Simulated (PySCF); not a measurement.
Species: 1-(4-vinyl-phenyl)-ethanone, C10H10O.
Bonds: C1–C2 (double), C2–C3, C3–C4 (aromatic), C4–C5 (aromatic), C5–C6 (aromatic), C6–C7, C7–C8, C7–O9 (double), C6–C10 (aromatic), C10–C11 (aromatic), C3–C11 (aromatic). Hydrogens: H12, H13 on C1; H14 on C2; H15 on C4; H16 on C5; H17, H18, H19 on C8; H20 on C10; H21 on C11.

Torsions of this conformer, `[CH2:1]=[CH:2][c:3]1[cH:4][cH:5][c:6]([C:7]([CH3:8])=[O:9])[cH:10][cH:11]1`: C1–C2–C3–C4 -176°, C5–C6–C7–C8 1°.

The closed-shell ground state was solved at several levels (PySCF, density fitting, gas phase, non-relativistic). Geometry: PBE0-D3(BJ)/def2-SVP, one conformer, isolated molecule.

```json
{"level": "B3LYP/pcJ-1", "basis functions": "397", "total energy (Eh)": "-462.3176", "HOMO (eV)": "-6.70", "LUMO (eV)": "-2.15", "gap (eV)": "4.55", "dipole (D)": "3.20"}
{"level": "PBE0/pcSseg-1", "basis functions": "237", "total energy (Eh)": "-461.6937", "HOMO (eV)": "-6.93", "LUMO (eV)": "-2.00", "gap (eV)": "4.93", "dipole (D)": "3.18"}
{"level": "CAM-B3LYP/def2-SVPD", "basis functions": "303", "total energy (Eh)": "-461.7305", "HOMO (eV)": "-8.06", "LUMO (eV)": "-1.01", "gap (eV)": "7.05", "dipole (D)": "3.29"}
```

Question: Estimate the row for wB97X-D/pcSseg-2, a basis of 536 functions; the other rows only guide the guess.

Answer: Total energy -462.2944 Eh, HOMO -8.57 eV, LUMO -0.36 eV, gap 8.21 eV, dipole 3.19 D.

Question: Over all these levels, which gives the widest orbital gap and which the narrowest?

Answer: wB97X-D/pcSseg-2 (range-separated hybrid) has the widest, 8.21 eV, and B3LYP/pcJ-1 (global hybrid, 20 % exact exchange) the narrowest, 4.55 eV. Functional and basis both differ between the two, so the spread mixes both effects.

Question: How far do the dipole and the HOMO energy spread over the levels?

Answer: The dipole runs from 3.18 to 3.29 D (mean 3.22 D) and the HOMO from -8.57 to -6.70 eV.

Note: wB97X-D ran without an empirical dispersion term, which enters the total energy and its gradient alone.
